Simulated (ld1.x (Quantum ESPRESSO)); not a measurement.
**niobium (Nb), TM: configuration errors across variants**

Nb (Z = 41), norm-conserving Troullier–Martins (Kleinman–Bylander form), made with ld1.x (Quantum ESPRESSO) 7.5 (PBE, scalar-relativistic). Core [Kr], reference 4d4 5s0 5p0 (charge +1). Waves: 5s (bound, empty): rc 3.15 bohr; 5p (bound, empty): rc 3.75 bohr; 4d (bound): rc 2.70 bohr; 4f channel at -0.05 Ry: rc 3.55 bohr. Local part: all-electron potential smoothed inside 3.45 bohr (lloc = -1). Core correction: Bessel-smoothed model core inside 2.50 bohr.

All-electron excitation energies from the reference (eV): (1) 4d4 5s1 5p0 -6.637; (2) 4d3 5s0 5p0 14.040; (3) 4d2 5s0 5p0 38.765; (4) 4d3 5s1 5p0 0.381; (5) 4d4 5s0 5p1 -3.685; (6) 4d3 5s2 5p0 -7.153; (7) 4d4 5s0.5 5p0 -3.999.

2 further variants failed, have other tests or another functional or relativity, and are left out.

A true bound ghost makes a file unfit for plane-wave use even where its test errors are small: the radial tests pick states by their node count and pass the ghost by.

Errors AE − PS in meV (a dash: test not solved or not reliable):

| change | (1) | (2) | (3) | (4) | (5) | (6) | (7) | bound ghosts |
| --- | --- | --- | --- | --- | --- | --- | --- | --- |
| base | -7.7 | -101 | -523 | -79 | -3.4 | -105 | -1.9 | none |
| wave 4f channel at -0.05 Ry: rc 3.55 bohr becomes 4f channel at -0.05 Ry: rc 4.78 bohr | -7.7 | -101 | -523 | -79 | -3.4 | -105 | -1.9 | none |
| all radii but the core radius scaled by about 0.81 (s 2.56, p 3.04, d 2.20, f 2.88 bohr); local potential all-electron potential smoothed inside 2.80 bohr (lloc = -1) | -7.5 | -94 | -541 | -69 | -3.2 | -111 | -1.8 | s |
| wave 5s (bound): rc 3.15 bohr becomes 5s (bound): rc 2.24 bohr | -1.8 | -101 | -523 | -45 | -3.4 | -53 | -0.3 | none |
| local potential the s channel | -8.1 | -121 | -593 | -93 | -3.9 | -113 | -2.0 | none |
| wave 4f channel at -0.05 Ry: rc 3.55 bohr becomes 4f channel at 5.78 Ry: rc 3.55 bohr | -7.7 | -101 | -523 | -79 | -3.4 | -105 | -1.9 | none |

(1) Give the same row for: wave 4d (bound): rc 2.70 bohr becomes 4d (bound): rc 3.38 bohr.

Results:

(1) -7.3, -65, -244, -25, -2.7, -37, -2.4; bound ghosts: none.
